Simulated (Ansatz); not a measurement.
Z-matrix (Å, degrees):
```
Si
Si 1 2.355
F 1 1.604 2 108.5
H 1 1.485 2 110.4 3 118.4
H 1 1.484 2 111.1 3 -119.4
F 2 1.591 1 109.8 3 67.2
F 2 1.594 1 107.5 3 -176.3
H 2 1.481 1 116.5 3 -55.3
```

Total charge 0; spin multiplicity 1.

Q: List the ωB97M-V/def2-TZVPP orbital energies in eV (Ansatz 0.2.0). (Best estimate.)

A: Computed: Occupied: -1808.94, -1808.26, -677.93, -677.90, -677.74, -149.82, -149.25, -103.99, -103.95, -103.89, -103.41, -103.34, -103.33, -36.73, -36.27, -36.25, -19.46, -18.43, -16.86, -16.37, -16.26, -15.65, -15.61, -15.24, -15.18, -14.85, -13.73, -12.37, -10.71. Lowest empty: 0.55, 1.30, 2.58, 3.03, 3.32, 3.94, 4.76, 5.22.
